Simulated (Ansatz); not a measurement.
diiodomethane (CH₂I₂), singlet, at a GFN2-xTB geometry (all electrons, no relativity); PBE/STO-3G run with Ansatz (a program for electronic structure).

Input for Ansatz:
Ansatz 0.2 input:
```yaml
crystal:
  periodic: [false, false, false]
  atoms:
    - {symbol: I, position_ang: [-1.80131757, 0.10352545, 0.01056948]}
    - {symbol: C, position_ang: [-0.00641288, -1.07119395, 0.02814670]}
    - {symbol: I, position_ang: [1.80242387, 0.08126803, -0.01542511]}
    - {symbol: H, position_ang: [-0.00348778, -1.66000468, 0.93782473]}
    - {symbol: H, position_ang: [-0.01666866, -1.70688575, -0.84935629]}
basis:
  gaussian:
    orbitals: STO-3G
    final_grid: {core_spheres: 6, valence_spheres: 12, degree: 29}
hamiltonian:
  xc: pbe
```

It wrote (shortened):

```
Functional definition: PBE
677 factors; integrals over basis functions are off by at most 2.5e-5 eV
mean field evaluation 1: about -373970.5538 eV, gradient 1.5e1 eV
mean field evaluation 2: about -373967.9130 eV, gradient 3.2e1 eV
mean field evaluation 4: about -373971.3174 eV, gradient 2.7e-1 eV
mean field evaluation 8: about -373971.2934 eV, gradient 4.8e-4 eV
mean field -373971.29335231 eV, -13743.1915438504 hartree, gradient 1.5e-5 eV, S^2 0.000000; 0 other end points of the search recorded, 0 dependent functions left out
reference -373971.29337180 eV, -13743.1915445666 hartree; 57, 57 occupied and 4, 4 virtual orbitals, 677 factors
Total energy: -373971.29337180 eV, -13743.1915445666 hartree
```
